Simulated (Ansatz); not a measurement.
The cluster As6P2, relaxed as a quintet with UKS PBE-D4/def2-SVP in Ansatz, starting from the PBE-D4/def2-SVP geometry of the neutral singlet. Force threshold 0.03 eV/Å.

The relaxation made no stability test and no search for a lower SCF solution. At PBE-D4/def2-SVP a singlet of charge 0 lies 2.77 eV below the quintet, each at its own geometry. The structure comes from a short search, and lower isomers may exist.

Start:

```
atom    x (Å)    y (Å)    z (Å)
  P1   1.6208  -0.6607  -0.7602
  P2  -0.7474  -0.9959   1.7059
 As3  -1.1298   1.7628  -1.6834
 As4   0.0946   1.1855   1.8125
 As5   1.0040   1.5938  -0.5038
 As6   1.6328  -0.7835   1.7080
 As7  -0.4448  -1.7743  -0.5517
 As8  -2.0302  -0.3278  -1.7272
```

**Question.** Estimate the energy that the relaxation releases and the steps that it takes.

**Answer.** 117.6 kJ/mol, in 13 steps; 1.7 min on 4 threads of Arm Neoverse V1 on a shared host. No frequencies were taken in this run, so the end may be a saddle point.

**Question.** Does the start keep its bonding?

**Answer.** Bonds lost: P1–As6 (atoms count from 1).

**Question.** Predict the relaxed structure.

**Answer.** 
```xyz
8

P     1.5164   -0.5118   -1.3803
P    -0.7588   -0.8729    1.7122
As   -1.2158    1.6598   -1.4865
As    0.3633    1.1675    1.8295
As    1.1196    1.5755   -0.5915
As    1.4586   -0.8953    2.4474
As   -0.4104   -1.5691   -0.5757
As   -2.0729   -0.5536   -1.9552
```
Bond lengths: 5 × As–As 2.39 to 2.57 Å; 5 × As–P 2.27 to 2.42 Å.
